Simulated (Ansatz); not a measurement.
C3H8BO, SMILES `[BH]OC(C)C` radical. Total charge 0; spin multiplicity 2.

```xyz
13

B    -0.018   -1.206    2.096
O    -0.215   -0.202    1.263
C     0.139   -0.242   -0.133
C    -1.129   -0.099   -0.941
C     1.136    0.862   -0.392
H    -0.329   -1.134    3.254
H     0.600   -1.217   -0.329
H    -0.900   -0.121   -2.008
H    -1.622    0.848   -0.711
H    -1.823   -0.913   -0.720
H     0.699    1.834   -0.151
H     2.033    0.725    0.215
H     1.429    0.865   -1.444
```

What are the harmonic wavenumbers in cm⁻¹ at PBE0-D4/def2-TZVP (Ansatz, finite differences of forces, unscaled)? (Estimate.)

Computed: 59, 221, 245, 303, 352, 392, 495, 542, 784, 929, 933, 951, 995, 1147, 1173, 1200, 1363, 1370, 1405, 1410, 1425, 1473, 1476, 1485, 1500, 2575, 3043, 3054, 3058, 3133, 3139, 3139, 3141.

Is this a minimum?

Yes, all 33 modes are real.

Give the ideal-gas thermochemistry at 298.15 K and 1 bar (rigid rotor, harmonic oscillator; point group Cs, symmetry number 1).

Zero-point energy 286.6 kJ/mol; H(298) − E = 306.3 kJ/mol; entropy 333.1 J/(mol·K), of which translation 162.0, rotation 107.0, vibration 58.3, electronic 5.8; G(298) − E = 207.0 kJ/mol. Modes under 100 cm⁻¹ are hindered rotations or soft bends, so the harmonic entropy is rough.

And at 400, 500, 600, 800 and 1000 K?


| T (K) | H − E (kJ/mol) | S (J/mol/K) | G − E (kJ/mol) |
| --- | --- | --- | --- |
| 400 | 318.0 | 366.9 | 171.3 |
| 500 | 332.0 | 398.0 | 133.0 |
| 600 | 348.1 | 427.3 | 91.8 |
| 800 | 385.4 | 480.7 | 0.9 |
| 1000 | 428.0 | 528.2 | -100.1 |

Rotational constants (cm⁻¹)?

0.2651, 0.1386, 0.1013.
